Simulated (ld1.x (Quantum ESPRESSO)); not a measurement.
**mercury (Hg): variants of one TM potential**

Base potential:

ld1.x (Quantum ESPRESSO) 7.5 input, shortened:

```
&input
   title='Hg', zed=80., rel=2, dft='PBE', iswitch=3,
   config='[Xe] 4f14 5d10 6s1.5 6p0 6d-2', rel_dist='average'
 /
 &inputp
   pseudotype=2, tm=.true., lloc=1,
   nlcc=.true., rcore=1.45
 /
3
6S  1  0   1.50   0.00  1.60  1.60  0.0
6D  3  2  -2.00   0.20  3.35  3.35  0.0
6P  2  1   0.00   0.00  3.20  3.20  0.0
 &test
   configts(1)='6s1.5 6p0'
 /
```

Open shells are filled in proportion to 2j + 1 (rel_dist='average').

All-electron outer shells of the reference configuration (PBE, scalar-relativistic, ld1.x):

| shell | level (eV) | outermost node (bohr) | outermost maximum (bohr) |
| --- | --- | --- | --- |
| 5d | -14.21 | 0.55 | 1.17 |
| 6s | -10.65 | 1.08 | 2.18 |
| 6p | -4.08 | 1.27 | 3.02 |

Cutoffs, loose and tight: the cutoffs (Ry, on a coarse ladder) from which the occupation-weighted sum of valence levels, in a spherical-Bessel basis at the reference potential, stays within 10 and 1 mRy of its value at 400 Ry. They do not see the model core or the augmentation charge, which bear on the density cutoff. Test errors are all-electron minus pseudo excitation energies from the reference, over the configurations 6s2 6p0; 6s1 6p0; 6s1 6p1; 6s0 6p2; 6s0 6p1. A dash means not determined; rows that change the core or the reference have their own tests.

| change | outcome | cutoff, loose | cutoff, tight | bound ghosts | largest test error (meV) |
| --- | --- | --- | --- | --- | --- |
| base | generated | 30 Ry | 120 Ry | none | -314 |
| wave 6s (bound): rc 1.60 bohr becomes 6s (bound): rc 1.02 bohr | failed: run_pseudo: Errors in PS-KS equation | – | – | – | – |
| wave 6s (bound): rc 1.60 bohr becomes 6s (bound): rc 1.36 bohr | generated | 120 Ry | 300 Ry | none | -363 |
| wave 6s (bound): rc 1.60 bohr becomes 6s (bound): rc 1.46 bohr | generated | 100 Ry | 160 Ry | none | -348 |
| wave 6s (bound): rc 1.60 bohr becomes 6s (bound): rc 1.68 bohr | generated | 30 Ry | 80 Ry | none | -304 |
| wave 6s (bound): rc 1.60 bohr becomes 6s (bound): rc 1.98 bohr | generated | 15 Ry | 25 Ry | none | -293 |
| wave 6s (bound): rc 1.60 bohr becomes 6s (bound): rc 2.22 bohr | generated | 12 Ry | 25 Ry | none | -292 |
| wave 6s (bound): rc 1.60 bohr becomes 6s (bound): rc 2.34 bohr | generated | 10 Ry | 25 Ry | none | -294 |

Reading the sweep of the s radius (base included, trends over the rows without a ghost): The loose cutoff falls from 120 Ry at 1.36 to 10 Ry at 2.34 bohr. A larger radius leaves more room for a smooth pseudo-wave, so fewer plane waves are needed; a smaller one forces it to follow the all-electron wave where it bends sharply. The median size of the test errors (rows with all tests solved) stays near 61.5 meV. The generation fails at 1.02 bohr.
